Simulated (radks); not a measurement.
Valence configurations of the gadolinium ion Gd+ (all share [Xe]). Calculated with a radial shooting solver on a logarithmic mesh with Libxc functionals: non-relativistic Kohn-Sham, BLYP, spin-polarised, spherical densities, point nucleus; open shells are filled with parallel spins first (spin-orbit coupling, left out, can overturn this in heavy ions); relativity is left out, which matters for an element this heavy. Energies are relative to 4f7 5d1 6s1; eigenvalues in eV for spin up.

valence                  E (eV)  moment (Bohr magnetons)    e(4f)    e(5d)   e(6p)    e(6s)
4f7 5d1.5 6s0.5          -0.125                        9  -19.493   -8.571       -   -8.478
4f7 5d1 6s1               0.000                        9  -20.819   -9.419       -   -9.008
4f7 6s2                   1.504                        7  -23.776        -       -   -9.703
4f7 5d1 6s0.5 6p0.5       1.542                        9  -21.334   -9.822  -6.192   -9.283
4f6.5 5d1.5 6s0.5 6p0.5   8.004                        9  -24.930  -10.570  -6.324   -9.522
4f6.5 5d1 6s1 6p0.5       8.622                        9  -26.366  -11.472  -6.714  -10.047
4f6 5d1 6s2              17.065                        7  -31.326  -12.779       -  -10.211
4f6 5d1 6s1.5 6p0.5      18.488                        8  -31.769  -13.209  -7.103  -10.644
4f5 5d1 6s1 6p2          49.789                        9  -44.433  -17.974  -8.823  -12.929
4f4.5 5d1 6s1 6p2.5      69.031                        9  -50.868  -20.239  -9.480  -13.837

NIST lists [Xe] 4f7 5d1 6s1 as the ground configuration; this level of theory puts 4f7 5d1.5 6s0.5 lower, by 0.125 eV. The energies are those of spherical high-spin densities, not of single terms. Relativity is left out, which favours d and f over s occupation in heavy atoms.
